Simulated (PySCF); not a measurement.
# ZrBr: input and log

State: quartet, unpaired electrons σ ↑, π ↑, δ ↑, a mixture of terms (⟨Lz²⟩ = 4.9).

An equivalent input (the run itself took its basis sets from the Basis Set Exchange, started from a PBE0 density and held the occupation σ 11α 10β, πx 5α 5β, πy 6α 5β, δx 2α 1β, δy 1α 1β):

```python
from pyscf import gto, dft
mol = gto.M(atom='Zr 0 0 0; Br 0 0 2.53', basis={'Zr': 'def2-TZVPPD', 'Br': 'def2-TZVPPD'}, ecp={'Zr': 'def2-TZVPPD'},
            charge=0, spin=3, verbose=4, symmetry='C2v')
mf = dft.UKS(mol, xc='R2SCAN')
mf.grids.atom_grid = (80, 434)
mf.grids.prune = dft.gen_grid.treutler_prune
mf.irrep_nelec = {'A1': (13, 11), 'A2': (1, 1), 'B1': (5, 5), 'B2': (6, 5)}
mf.conv_tol = 1e-9
mf.max_cycle = 60
mf.diis_space = 10
mf.kernel()
```

The log (some set-up lines and the per-cycle HOMO/LUMO lines removed):

```
******** <class 'pyscf.dft.uks_symm.SymAdaptedUKS'> ********
method = SymAdaptedUKS
damping factor = 0
level_shift factor = 0
DIIS = <class 'pyscf.scf.diis.CDIIS'>
diis_start_cycle = 1
diis_space = 10
diis_damp = 0
SCF conv_tol = 1e-09
SCF conv_tol_grad = None
SCF max_cycles = 60
number electrons alpha = 25  beta = 22
Set gradient conv threshold to 3.16228e-05
init E= -2621.1731018974
cycle= 1 E= -2621.17420176765  delta_E= -0.0011  |g|= 0.00873  |ddm|= 0.134
cycle= 2 E= -2621.17411356284  delta_E= 8.82e-05  |g|= 0.0146  |ddm|= 0.03
cycle= 3 E= -2621.17424601666  delta_E= -0.000132  |g|= 0.00224  |ddm|= 0.0207
cycle= 4 E= -2621.17424886267  delta_E= -2.85e-06  |g|= 0.000493  |ddm|= 0.00226
cycle= 5 E= -2621.17424898309  delta_E= -1.2e-07  |g|= 0.000173  |ddm|= 0.000914
cycle= 6 E= -2621.17424899849  delta_E= -1.54e-08  |g|= 6.3e-05  |ddm|= 0.0003
cycle= 7 E= -2621.17424900077  delta_E= -2.28e-09  |g|= 1.24e-05  |ddm|= 0.000149
cycle= 8 E= -2621.1742490009  delta_E= -1.29e-10  |g|= 3.34e-06  |ddm|= 2.67e-05
Extra cycle  E= -2621.1742490009  delta_E= -2.73e-12  |g|= 4.26e-06  |ddm|= 9.94e-06
converged SCF energy = -2621.1742490009  <S^2> = 3.7577552  2S+1 = 4.0038757
```

Repeating this along the bond gives Re = 2.524 Å and ωe = 262 cm⁻¹.

A point of this curve took 3.6 CPU seconds beside 1.3 for the integrals, on Arm Neoverse V2 (shared host).

Spin–orbit coupling is left out. With d or f electrons several states lie close, and the lowest PBE0 determinant need not be the measured ground state.
